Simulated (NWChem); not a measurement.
# Si₂H₄O, singlet; SMILES O[Si][SiH3]

```xyz
7

Si    -0.7267     0.8717    -0.0034
O      0.7918     1.6202     0.0020
H      1.5898     1.0577    -0.0423
Si     0.0951    -1.4507    -0.0034
H      1.5566    -1.5044    -0.4114
H     -0.6669    -2.4181    -0.8766
H      0.0286    -1.9904     1.4098
```
Atoms are numbered in this order, from 1.

Computed with NWChem. Pople sets run with spherical d functions. Low-valent species are run as closed-shell singlets; no triplet was tried in these runs. Structure relaxed at the PBE-D3(BJ)/def2-SVP level. Vertical excitations in the gas phase; the lowest state need not have the same character in each row.

```
level                                     lowest excitation, singlet (eV)  oscillator strength of that lowest state  lowest state with f > 0.02, singlet (eV)  oscillator strength of that bright state  orbital gap (eV)
----------------------------------------  -------------------------------  ----------------------------------------  ----------------------------------------  ----------------------------------------  ----------------
PBE/6-31+G*, TDA                                                     2.49                                     0.008                                      4.30                                     0.029              2.02
B3LYP/6-31+G*, TDA                                             (withheld)                                     0.010                                (withheld)                                (withheld)        (withheld)
LDA (Slater exchange, VWN5)/6-31+G*, TDA                             2.45                                     0.007                                      4.26                                     0.028              1.95
BHandHLYP/6-31+G*, TDA                                               2.60                                     0.012                                      4.81                                     0.054              5.57
```

Complete the blanks.


- B3LYP/6-31+G*, TDA, lowest excitation, singlet (eV): 2.54
- B3LYP/6-31+G*, TDA, lowest state with f > 0.02, singlet (eV): 4.52
- B3LYP/6-31+G*, TDA, oscillator strength of that bright state: 0.038
- B3LYP/6-31+G*, TDA, orbital gap (eV): 3.45
